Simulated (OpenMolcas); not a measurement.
**P: CASPT2 settings compared**

```yaml
Program: OpenMolcas
Basis: ANO-RCC-VDZ [4s3p]
Scalar_Hamiltonian: DKH2, point nucleus
Active_space: 3 electrons in 3 orbitals (3p)
State_averaging: 2S+1 = 4 odd, 1 root; 2S+1 = 2 odd, 8 roots kept (CI in the orbitals of an earlier block)
Spin-orbit_coupling: RASSI with atomic mean-field integrals over the reference wave functions, term energies averaged over their components
```

Methods on the same reference wave functions:
A. CASSCF
B. SS-CASPT2, IPEA 0.3 Eh, sigma2 regulariser 0.15 Eh (closed shells correlated: 2s 2p 3s)
C. SS-CASPT2, IPEA 0.15 Eh, imaginary shift 0.05 Eh (closed shells correlated: 2s 2p 3s)
D. SS-CASPT2, IPEA 0.6 Eh, sigma1 regulariser 0.4 Eh (closed shells correlated: 2s 2p 3s)

Energies in eV above 3s2 3p3 4S* 3/2, the measured ground level; measured values from NIST Handbook of Basic Atomic Spectroscopic Data.

```tsv
Level	A	B	C	D	Measured
3s2 3p3 4S* 3/2	0.0000	0.0000	0.0000	0.0000	0.0000
3s2 3p3 2D* 3/2	1.9134	1.857	1.857	1.859	1.4086
3s2 3p3 2D* 5/2	1.9142	1.858	1.858	1.860	1.4105
3s2 3p3 2P* 1/2	3.1902	2.678	2.651	2.725	2.3213
3s2 3p3 2P* 3/2	3.1913	2.679	2.653	2.727	2.3245
```

Deviations, from unrounded energies. A percentage is the sum of absolute deviations over the sum of measured energies, with the sign that they share, or ± where signs differ.

```csv
Against measurement,Levels,A,B,C,D
mean absolute deviation (cm-1),4,5500,3200,3100,3400
other terms of the ground configuration (%),4,+36.8,+21.5,+20.8,+22.9
```

B, C lie about equally close to measurement and A furthest from it. The largest miss of C in the table is 3s2 3p3 2D* 3/2, by +3600 cm-1. The ranking rests on the paired levels alone, and a cruder setting can come out closer through cancelling errors.

Among B to D the level of the table that moves most is 3s2 3p3 2P* 1/2, by 600 cm-1 (lowest in C, highest in D). Moves below CASPT2's spread within the term are not significant.

From A to B the spin-free energies of the other terms of 3s2 3p3 shown, above 4S*, scale by factors of 0.84 to 0.97.

The lowest spin-free term lies below A's lowest term by 0.014 hartree in B, 0.015 hartree in C, 0.013 hartree in D.

CASPT2 breaks the degeneracy within a term, and the mean is taken; among the terms shown or strongly mixed into the levels shown the widest spread is 140 cm-1 (3s2 3p3 2P*, D). Terms from blocks run as CI alone lack orbitals of their own. With the s shell closed, the reference lacks s² → p² mixing. Without dynamic correlation excited terms often stand tens of per cent too high (terms of higher spin than the ground term too low), and those without a measured partner can miss by more than the paired ones (holds for A). Some terms miss by over 15 % even with CASPT2, which points to a basis or an active space too small for the shells correlated (holds for B; C; D). Measured partners are found by configuration, term and J. A level has none where our copy of the source lacks it or the pairing is in doubt (some pairs that miss far off the trend of their configuration count as doubtful), and it then counts in no deviation. Only configurations of the active space appear.

* marks odd parity.
